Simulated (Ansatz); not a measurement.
`BSB(O)Cl`. The species carries charge 0 and has multiplicity 1. The structure was optimised at the PBE0-D4/def2-TZVP level. It is one conformer, not always the lowest.

```xyz
8

B    -1.140   -0.450    1.342
S    -0.606    0.818    0.213
B     0.758    0.117   -0.806
O     1.326    0.902   -1.740
Cl    1.374   -1.511   -0.643
H    -0.636   -1.525    1.352
H    -2.028   -0.138    2.073
H     0.952    1.787   -1.790
```

Question: What is the dipole moment at PBE/def2-TZVPP? (Estimate.)

Answer: The calculation gave: 1.58 D, with components (-0.34, 1.50, -0.38) D in this frame, pointing from negative to positive charge.

Question: And with r2SCAN, B3LYP, ωB97M-V? (An estimate is asked.)

Answer: Ansatz gave: r2SCAN 1.55 D, B3LYP 1.54 D, ωB97M-V 1.54 D.

Question: Give the Mulliken charges with PBE, r2SCAN, ωB97M-V in def2-TZVPP. (Best estimate.)

Answer: The calculation gave: 
```tsv
atom	PBE	r2SCAN	ωB97M-V
B1	-0.05	-0.02	-0.15
S2	-0.16	-0.16	-0.14
B3	0.24	0.31	0.23
O4	-0.18	-0.26	-0.21
Cl5	-0.13	-0.14	-0.11
H6	0.04	0.04	0.10
H7	0.03	0.01	0.09
H8	0.21	0.22	0.20
```

B3LYP here is the variant with VWN-RPA as its local correlation; programs differ in this.
